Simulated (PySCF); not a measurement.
C4H4N2O, SMILES O=Cc1ncc[nH]1, point group Cs.

Force field and properties: PBE0/pcSseg-1 (PySCF, grid level 2). Vibrational terms come from second-order perturbation theory with semi-diagonal cubic constants, by steps of ±0.6 along the normal coordinates of each isotopologue. The parent has the commonest isotopes.

Equilibrium geometry (Å):

| atom | x | y | z |
| --- | --- | --- | --- |
| O1 | 2.6844 | 0.6409 | -0.3310 |
| C2 | 2.0056 | -0.3268 | -0.0647 |
| C3 | 0.5537 | -0.2680 | 0.0162 |
| N4 | -0.2623 | -1.2660 | 0.2988 |
| C5 | -1.5074 | -0.7339 | 0.2579 |
| C6 | -1.4504 | 0.6093 | -0.0546 |
| N7 | -0.1319 | 0.8859 | -0.2042 |
| H8 | 2.4349 | -1.3280 | 0.1373 |
| H9 | -2.3897 | -1.3310 | 0.4527 |
| H10 | -2.2194 | 1.3597 | -0.1768 |
| H11 | 0.3042 | 1.7688 | -0.4355 |

Give the equilibrium and ground-state rotational constants (MHz) of parent; ²H at 10.


```csv
species,Ae,Be,Ce,A0,B0,C0,Δ0 (u Å²),harmonic ZPE (cm⁻¹)
parent,8223.5,2170.6,1717.3,8165.9,2157.9,1706.8,0.011,17923
²H at 10,7839.1,2121.7,1669.8,7787.4,2109.2,1659.6,0.011,17217
```

Δ0 = Ic − Ia − Ib from the ground-state constants.

How is the parent's vibrational correction B0 − Be made up?


```json
{"axis": "a", "harmonic": "8.51", "Coriolis": "-13.1", "cubic": "-53.1", "total (MHz)": "-57.7"}
{"axis": "b", "harmonic": "1.62", "Coriolis": "-1.01", "cubic": "-13.4", "total (MHz)": "-12.8"}
{"axis": "c", "harmonic": "0.502", "Coriolis": "-0.386", "cubic": "-10.7", "total (MHz)": "-10.6"}
```

And its quartic centrifugal distortion constants from the harmonic force field?

Asymmetric top, A reduction, Ir representation: ΔJ = 0.179 kHz, ΔJK = 0.569 kHz, ΔK = 1.56 kHz, δJ = 0.043 kHz, δK = 0.86 kHz.

Which nuclear quadrupole couplings χaa, χbb, χcc (MHz) does the parent show, at equilibrium and averaged?

14N at 4: 1.8, -4.7, 2.9 and 1.8, -4.7, 2.9; 14N at 7: 1.3, 1.1, -2.4 and 1.3, 1.1, -2.4.

A mode lies under 250 cm⁻¹, where this perturbation treatment is rough. Internal rotors are held in one well.
